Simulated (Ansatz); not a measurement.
Reaction (redistribution): `C[Se][AlH2]` + `CC1C[SiH2]1` → `[AlH2][CH]1C[SiH2]1` + `C[Se]C`

Isolated molecules relaxed with PBE0-D4/def2-TZVP in Ansatz; ΔE leaves out vibrations. CCSD(T)/CBS is the MP2 limit (def2-TZVPP, def2-QZVPP) plus CCSD(T) − MP2 in def2-TZVPP, frozen cores. DFT in def2-TZVPP. B3LYP here is the variant with VWN-RPA as its local correlation; programs differ in this. For Se outer-core shells are correlated without core-valence functions, which leaves a few kJ/mol of doubt a bond. Scalar relativity is left out up to krypton.

`C[Se][AlH2]`:

Cartesian coordinates in Å:
```
C 0.404 1.264 0.573
Se -0.966 0.711 -0.721
Al -0.552 -1.550 -0.752
H -0.095 1.749 1.410
H 1.072 1.967 0.081
H 0.966 0.402 0.926
H 0.615 -2.089 0.176
H -1.444 -2.455 -1.692
```

`CC1C[SiH2]1`:

```xyz
12

C     0.642    0.440    1.339
C     0.472    0.308   -0.153
C    -0.949    0.463   -0.731
Si   -0.211   -1.219   -0.954
H    -0.108   -0.146    1.878
H     0.531    1.483    1.658
H     1.625    0.090    1.662
H     1.229    0.835   -0.730
H    -1.741    0.585    0.003
H    -1.065    1.121   -1.586
H    -0.689   -2.322   -0.093
H     0.264   -1.637   -2.291
```

`[AlH2][CH]1C[SiH2]1`:

Z-matrix (Å, degrees):
```
C
C 1 1.532
Si 1 1.890 2 64.1
Al 1 1.911 2 127.7 3 90.9
H 1 1.090 2 114.8 3 -101.7
H 2 1.086 1 116.8 3 -111.6
H 2 1.086 1 116.2 3 111.2
H 3 1.476 1 119.0 2 -106.7
H 3 1.480 1 118.6 2 104.8
H 4 1.590 1 119.3 2 -3.6
H 4 1.587 1 118.7 2 -178.8
```

`C[Se]C`:

Cartesian coordinates in Å:
```
C 0.593 0.366 1.274
Se -0.872 -0.725 0.621
C -0.602 -0.374 -1.268
H 1.542 0.000 0.886
H 0.592 0.283 2.361
H 0.445 1.408 0.993
H -0.715 0.690 -1.476
H 0.383 -0.718 -1.581
H -1.366 -0.930 -1.809
```

| level | ΔE (kcal/mol) | difference from CCSD(T)/CBS |
| --- | --- | --- |
| PBE-D4 | 22.1 | -0.7 |
| BLYP-D4 | 21.9 | -0.9 |
| r2SCAN0-D4 | 23.3 | 0.5 |
| B2PLYP | 22.7 | -0.1 |
| PBE-QIDH | 23.2 | 0.4 |
| revPBE | 21.9 | -0.9 |
| r2SCAN | 22.6 | -0.2 |
| B3LYP | 23.0 | 0.2 |
| r2SCAN0 | 23.3 | 0.5 |
| CAM-B3LYP | 23.4 | 0.6 |
| RPA@PBE/def2-TZVPP | 21.4 | -1.4 |
| CCSD/def2-SVP | 27.0 | 4.2 |
| CCSD(T)/def2-SVP | 26.6 | 3.8 |
| HF/def2-TZVPP | 25.6 | 2.8 |
| MP2/def2-TZVPP | 21.9 | -0.9 |
| MP2/CBS(def2) | 22.4 | -0.4 |
| CCSD(T)/CBS | 22.8 | 0 |

Largest T1 diagnostic among the species: 0.011.

From PBE to PBE0 (25 % exact exchange), in def2-TZVPP and without D4, ΔE moves by +0.9 kcal/mol. At CCSD(T), def2-SVP lies +3.8 kcal/mol from the extrapolated value and def2-TZVPP −0.5 kcal/mol.
